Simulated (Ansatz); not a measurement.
Single points on cis-NiH2(NH3)2 (NiN2H8).

```yaml
crystal:
  periodic: [false, false, false]
  atoms:
    - {symbol: Ni, position_ang: [0.589050, 0.591444, 0.004905]}
    - {symbol: H, position_ang: [2.054121, 0.687107, -0.061323]}
    - {symbol: H, position_ang: [0.678222, 2.056307, 0.083991]}
    - {symbol: N, position_ang: [-1.385710, 0.744029, 0.108774]}
    - {symbol: H, position_ang: [-1.592309, 1.260604, 0.964891]}
    - {symbol: H, position_ang: [-2.006818, -0.067252, 0.086841]}
    - {symbol: H, position_ang: [-1.665879, 1.360918, -0.655001]}
    - {symbol: N, position_ang: [0.750517, -1.381803, -0.114030]}
    - {symbol: H, position_ang: [1.359828, -1.666744, 0.654005]}
    - {symbol: H, position_ang: [1.277464, -1.578429, -0.966100]}
    - {symbol: H, position_ang: [-0.058486, -2.006169, -0.106953]}
basis:
  gaussian: {orbitals: 6-31G}
hamiltonian: {xc: {name: B3LYP}, dispersion: d4}
scf: {omitted_lower_state_checks: [starts]}
output: {orbitals: {seedname: orbitals}}
```

The file start.molden holds the orbitals of an earlier run on this structure, at another level or in another basis.

```sh
$ ansatz run in.yaml --threads 4 --pin off --events-out ev --progress --plain --max-ram 3916MiB
```

It prints (some lines left out):

```
Functional definition: B3LYP
794 factors; integrals over basis functions are off by at most 3.7e-4 eV
mean field evaluation 1: about -44130.8941 eV, gradient 9.7e1 eV
mean field evaluation 2: about -43449.0892 eV, gradient 3.8e2 eV
mean field evaluation 4: about -44114.9205 eV, gradient 1.5e2 eV
mean field evaluation 8: about -44147.4869 eV, gradient 9.2e-1 eV
mean field -44147.49067580 eV, -1622.3903580916 hartree, gradient 9.5e-6 eV, S^2 0.000000; 0 other end points of the search recorded, 0 dependent functions left out
reference -44147.49096668 eV, -1622.3903687814 hartree; 25, 25 occupied and 38, 38 virtual orbitals, 794 factors
Total energy: -44147.76212696 eV, -1622.4003337380 hartree
Checks for a lower state left out: starts
```

Run time 1 s (4 threads of Arm Neoverse V2 on a shared host).

As the first input, with `hamiltonian: {xc: hf}` (abridged; 0.3 s):

```
Functional definition: HF
mean field -44082.50100344 eV, -1620.0020316841 hartree, gradient 1.2e-5 eV, S^2 0.000000
Total energy: -44082.50100344 eV, -1620.0020316841 hartree
Checks for a lower state left out: starts
```

The first input with `gaussian: {orbitals: def2-TZVP, initial_orbitals: start.molden}`, `hamiltonian: {xc: pbe0, dispersion: d4}`, `output: {forces: true, orbitals: {seedname: orbitals}}` (abridged; 2.6 s):

```
Functional definition: PBE0
mean field -44145.61302638 eV, -1622.3213557484 hartree, gradient 1.0e-5 eV, S^2 0.000000
Total energy: -44145.75492506 eV, -1622.3265704287 hartree
Atom 0 force     0.115005     0.115441     0.001125 eV/Å
Atom 1 force    -0.083457     0.094841     0.010086 eV/Å
Atom 2 force     0.095253    -0.083330    -0.009795 eV/Å
Atom 3 force    -0.600383     0.172606     0.038213 eV/Å
Atom 4 force     0.104441    -0.139734    -0.173946 eV/Å
Atom 5 force     0.210026     0.168951     0.000918 eV/Å
Atom 6 force     0.116008    -0.159474     0.144800 eV/Å
Atom 7 force     0.174346    -0.597788    -0.041613 eV/Å
Atom 8 force    -0.156964     0.116939    -0.144229 eV/Å
Atom 9 force    -0.141176     0.101498     0.171614 eV/Å
Atom 10 force     0.166899     0.210049     0.002827 eV/Å
Dipole moment:    -1.016045    -1.020157    -0.008436 e Å
Checks for a lower state left out: starts
```

The first input with `gaussian: {orbitals: def2-TZVP, initial_orbitals: start.molden}`, `hamiltonian: {xc: {text: "exchange = 0.65*pbe_x + 0.35*exact_x\ncorrelation = pbe_c"}}` (abridged; 1.8 s):

```
Functional definition: unnamed
mean field -44145.49607067 eV, -1622.3170577051 hartree, gradient 2.1e-5 eV, S^2 0.000000
Total energy: -44145.49610228 eV, -1622.3170588669 hartree
Checks for a lower state left out: starts
```

As the first input, with `gaussian: {orbitals: def2-SVP, initial_orbitals: start.molden}`, `hamiltonian: {xc: pbe0, dispersion: d4}` (abridged; 1.1 s):

```
Functional definition: PBE0
mean field -44135.69492341 eV, -1621.9568721867 hartree, gradient 5.1e-5 eV, S^2 0.000000
Total energy: -44135.83683113 eV, -1621.9620871992 hartree
Checks for a lower state left out: starts
```

First input, but with `gaussian: {orbitals: def2-TZVP, initial_orbitals: start.molden}`, `hamiltonian: {xc: {name: wB97X-V}}` (abridged; 5 s):

```
Functional definition: wB97X-V
mean field -44150.52942904 eV, -1622.5020302136 hartree, gradient 2.5e-5 eV, S^2 0.000000
Total energy: -44150.52942666 eV, -1622.5020301262 hartree
Checks for a lower state left out: starts
```

As the first input, with `gaussian: {orbitals: def2-TZVP, initial_orbitals: start.molden}`, `hamiltonian: {xc: {text: "exchange = 0.95*pbe_x + 0.05*exact_x\ncorrelation = pbe_c"}}` (abridged; 1.8 s):

```
Functional definition: unnamed
mean field -44146.05338353 eV, -1622.3375385749 hartree, gradient 2.0e-5 eV, S^2 0.000000
Total energy: -44146.05343021 eV, -1622.3375402904 hartree
Checks for a lower state left out: starts
```

Geometry: PBE0-D4/def2-SVP.

The 6-31G sets use Cartesian d functions. B3LYP takes the VWN-RPA correlation. The restricted singlet is unstable towards broken spin symmetry in Hartree–Fock (as tested in another run); at HF/6-31G this wasn't settled.
